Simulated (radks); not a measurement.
Values are calculated unless marked as measured or tabulated.
Species: Ho25+. Configuration: [Kr] 4d6.

Level of theory: Dirac Kohn-Sham, PBE, spin-unpolarised, spherical densities, finite nucleus; open shells fill j = l - 1/2 first; Fermi nuclear charge, rms radius 5.2022 fm (a radial shooting solver on a logarithmic mesh with Libxc functionals).

Energy parts (eV):
part                      energy
total                 -335966.70
kinetic                370448.73
electron-nucleus      -794795.23
Hartree                 94926.63
exchange-correlation    -6546.84

Orbitals (lengths in bohr, moments of r in powers of bohr):
orbital  occ.  eigenvalue (eV)      <r^2>       <r^4>
1s1/2       2        -56228.69  0.0005883   9.259e-07
2s1/2       2        -10074.72   0.009111   0.0001441
2p1/2       2        -9628.251   0.006582  0.00008843
2p3/2       4        -8771.593   0.007805   0.0001195
3s1/2       2        -2869.154    0.05971    0.005369
3p1/2       2        -2674.889    0.05528    0.004817
3p3/2       4        -2493.988    0.06195    0.005994
3d3/2       4        -2162.406    0.04880    0.004198
3d5/2       6        -2122.828    0.05063    0.004488
4s1/2       2        -1136.179     0.2653     0.09880
4p1/2       2        -1056.298     0.2692      0.1035
4p3/2       4        -1007.008     0.2938      0.1228
4d3/2       4        -874.7449     0.2973      0.1311
4d5/2       2        -864.5921     0.3046      0.1374
5s1/2       0        -595.9488     0.8689       1.012
5p1/2       0        -560.9655     0.9092       1.117
5p3/2       0        -542.6608     0.9705       1.269

The highest occupied level is 4d5/2 at -864.59 eV. For comparison, the ionisation energy in NIST's Atomic Spectra Database is 885 eV (theoretical). In exact Kohn-Sham theory the highest level is minus the ionisation energy, but local and semilocal functionals leave it too shallow, through self-interaction and a potential that decays too fast; potentials with the right tail come closer. Summed over all electrons, <r^2> = 5.083 bohr^2, which gives a Langevin (diamagnetic) susceptibility term of -4.03 x 10^-6 cm^3/mol. The electron density at the nucleus is 8.056e+05 e/bohr^3.

Beside tabulated values, note that spin-unpolarised runs miss the spin-polarisation part of the exchange energy of open shells.
